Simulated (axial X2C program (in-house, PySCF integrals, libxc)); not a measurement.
## GaF along the bond: PBE0, 2c

All values were computed with an in-house all-electron X2C program for linear molecules (integrals from PySCF). Two-component (2c) means X2C with spin–orbit coupling and atomic mean-field two-electron Coulomb and Gaunt terms. Basis: Ga dyall-cv3z [9s9p7d4f1g], F dyall-av3z [7s6p3d2f] (cores contracted in-house); Gaussian nuclei, density fitting, unrestricted open shells. Masses: Ga 68.926 u, F 18.998 u.

State: Ω = 0 (closed shell). Dipoles are positive if F is the positive end.

Results along the bond:

| R (Å) | μ (D) | HOMO (eV) | LUMO (eV) |
| --- | --- | --- | --- |
| 1.556 | -0.861 | -7.41 | -1.07 |
| 1.627 | -1.326 | -7.60 | -1.19 |
| 1.681 | -1.681 | -7.73 | -1.28 |
| 1.734 | -2.041 | -7.85 | -1.37 |
| 1.788 | -2.402 | -7.96 | -1.45 |
| 1.851 | -2.826 | -8.08 | -1.56 |
| 1.913 | -3.249 | -8.18 | -1.66 |
| 1.994 | -3.791 | -8.26 | -1.79 |
| 2.092 | -4.446 | -8.30 | -1.95 |
| 2.235 | -5.378 | -8.20 | -2.18 |

The state is a single determinant with fixed occupations, the lowest that a limited PBE0 search found. Closed shells are restricted here (equal orbitals for both partners); the stretched side of such a curve lies too high.
